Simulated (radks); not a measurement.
The numbers below are computed, except where a source is named.
Numerical settings for the selenium ion Se3+, [Ar] 3d10 4s2 4p1. Code: a radial shooting solver on a logarithmic mesh with Libxc functionals. Model: scalar-relativistic Kohn-Sham, BLYP, spin-unpolarised, spherical densities, finite nucleus; Fermi nuclear charge, rms radius 4.14 fm. The defaults (mesh step 0.008 in ln r, mesh end at 40 bohr or more with all orbitals vanishing there, Anderson mixing 0.5 over 9 steps, residual threshold near 1e-9 with the energy settled to 1e-9 hartree or 1e-11 of itself, here a cap of 56 iterations) give E = -2428.1023 hartree and 4p at -36.422 eV in 17 iterations. Run on one thread of a shared host, so times are rough (Arm Neoverse V1): 0.1 s of CPU time, 0.1 s wall, 17 iterations on 2189 mesh points. Changes against that run (0 stands for a change within the tolerance of the run):

setting                    iterations         converged  E (mhartree)  e(4p) (meV)  CPU (s)
mesh step in ln r 0.05             15               yes      +0.00954            0     0.02
mesh step in ln r 0.12              4                no      diverged            -     0.01
mesh step in ln r 0.2               5                no      diverged            -     0.02
mesh end (bohr) 2                  17  level above zero      +3.6e+03    +4.56e+04     0.08
mesh end (bohr) 1                  56  level above zero     +5.25e+04    +4.56e+05     0.47
residual threshold 1e-13           56                no             0            0     0.19
residual threshold 0.001           12               yes             0      +0.0813     0.08
mixing 0.01                        54               yes             0            0     0.25
linear mixing, mixing 0.2          56                no             0      -0.0219     0.27
linear mixing, mixing 0.8          48                no      diverged            -     0.26
mixing history 3                   26               yes             0            0     0.13
iteration cap 2                     2                no     +2.35e+03    -2.28e+04     0.02

Settled on a wrong energy, with an occupied level pushed above zero by the early mesh end: mesh end (bohr) 2 (+3.6 hartree); mesh end (bohr) 1 (+52.5 hartree). Apart from these: no run marked as converged misses the energy by more than 1 mhartree. A mesh that ends early acts as a hard wall.
